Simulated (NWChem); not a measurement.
**Basis-set convergence for H$_{2}$AlI**

```xyz
4

Al     0.0000     0.0000     1.9186
H     -1.3942     0.0000     2.6555
H      1.3942     0.0000     2.6555
I      0.0000     0.0000    -0.5708
```
Charge 0, spin multiplicity 1.

The numbers come from NWChem runs, not from measurements. All single points use one geometry, from B3LYP/def2-SVP with def2 effective core potentials on I, a minimum by its harmonic frequencies.

Quantity: dipole moment at the level PBE0.

Effective core potentials replace the inner electrons of I; spin-orbit coupling is left out. The structure started from a generated list of species.

**Question.** In def2-QZVP the value is 1.06 D. Among def2-SVP, def2-SVPD, def2-TZVP, def2-TZVPP, def2-TZVPD, which is the smallest basis within 0.1 D of it?

**Answer.** def2-SVPD, with 75 functions against 212 (also within reach: def2-TZVP, def2-TZVPP, def2-TZVPD). def2-QZVP isn't the basis-set limit itself, and a small set can land close by cancellation.

| basis | functions | dipole moment (D) |
|---|---|---|
| def2-SVP | 54 | 1.19 |
| def2-SVPD | 75 | 1.08 |
| def2-TZVP | 99 | 1.05 |
| def2-TZVPP | 120 | 1.05 |
| def2-TZVPD | 120 | 1.06 |
| def2-QZVP | 212 | 1.06 |
